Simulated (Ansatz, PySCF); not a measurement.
CHCl, SMILES [CH]Cl (connectivity only; charge and spin as stated), neutral, multiplicity 1.

The structure is a stationary point at ωB97X-D3(BJ)/def2-TZVPD. The isomer is the one that the SMILES or the coordinates give; other isomers of the formula were not compared.

Vertical ionisation energy (IE) and electron affinity (EA) in eV. Rows of orbital energies are one-electron estimates. Where ΔSCF, EOM or ADC give a negative EA the extra electron is unbound and the value depends on the basis.

```
level                                                                        IE    EA
-------------------------------------------------------------------------  ----  ----
−ε(HOMO), −ε(LUMO), M06-2X/def2-TZVPD (PySCF)                              8.35  2.17
−ε(HOMO), −ε(LUMO), r2SCAN/def2-TZVPD (PySCF)                              5.92  4.22
−ε(HOMO), −ε(LUMO), PBE/def2-TZVPD (PySCF)                                 5.64  4.48
EOM-CCSD/aug-cc-pVDZ (PySCF)                                               9.68  0.68
ADC(3)/aug-cc-pVDZ (PySCF)                                                  ___   ___
ΔSCF, CAM-B3LYP/def2-TZVPD (Ansatz), final states of multiplicity 2 and 2  9.84  1.05
ΔSCF, PBE/def2-TZVPD (Ansatz), final states of multiplicity 2 and 2        9.54  0.97
```

Q: Complete the blanks. (An estimate is asked for; the answer gives what the named calculation found.)

A: 
- ADC(3)/aug-cc-pVDZ (PySCF), IE: 9.61
- ADC(3)/aug-cc-pVDZ (PySCF), EA: 0.61

Q: What vertical singlet–triplet gap does ΔSCF give with CAM-B3LYP/def2-TZVPD (Ansatz, a program for electronic structure) and with PBE/def2-TZVPD (Ansatz)? (Estimate from the structure and the level; the computed values follow.)

A: 0.45 and 0.41 eV (triplet above singlet where positive).

Q: Beyond the first one, list the lowest photoelectron lines from ADC(3)/aug-cc-pVDZ (PySCF 2.14.0) with their pole strengths (two spins summed). (An estimate is asked for; the answer gives what the named calculation found.)

A: 13.26 eV (1.45), 13.68 eV (1.78), 14.28 eV (0.43).
